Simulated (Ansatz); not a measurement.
One change: `N[SiH2]SS` becomes `O[SiH2]SS`.

Ansatz, PBE0-D4/def2-TZVP geometries, multiplicity 1. Each molecule was computed in one conformer, which needn't be the lowest.

```tsv
property	`N[SiH2]SS`
HOMO energy (PBE/def2-TZVPP) / eV	-5.83
HOMO–LUMO gap (PBE/def2-TZVPP) / eV	3.87
LUMO energy (ωB97M-V/def2-TZVPP) / eV	1.08
LUMO energy (PBE/def2-TZVPP) / eV	-1.96
HOMO energy (B3LYP/def2-TZVPP) / eV	-6.81
HOMO–LUMO gap (B3LYP/def2-TZVPP) / eV	5.60
```

Task: What does the change do to each property? (Estimate.)

Result: The calculation gave: 
| property | `O[SiH2]SS` | shift |
| --- | --- | --- |
| HOMO energy (PBE/def2-TZVPP) / eV | -6.20 | -0.37 |
| HOMO–LUMO gap (PBE/def2-TZVPP) / eV | 3.92 | 0.05 |
| LUMO energy (ωB97M-V/def2-TZVPP) / eV | 0.77 | -0.31 |
| LUMO energy (PBE/def2-TZVPP) / eV | -2.28 | -0.32 |
| HOMO energy (B3LYP/def2-TZVPP) / eV | -7.17 | -0.36 |
| HOMO–LUMO gap (B3LYP/def2-TZVPP) / eV | 5.65 | 0.05 |

With PBE0 the HOMO falls by 0.37 eV and the LUMO falls by 0.32 eV, so the gap widens by about 0.05 eV. PBE moves the HOMO by -0.37 eV and ωB97M-V by -0.36 eV. The zero-point energy changes by -31.1 kJ/mol with -3 modes.

B3LYP here is the variant with VWN-RPA as its local correlation; programs differ in this.
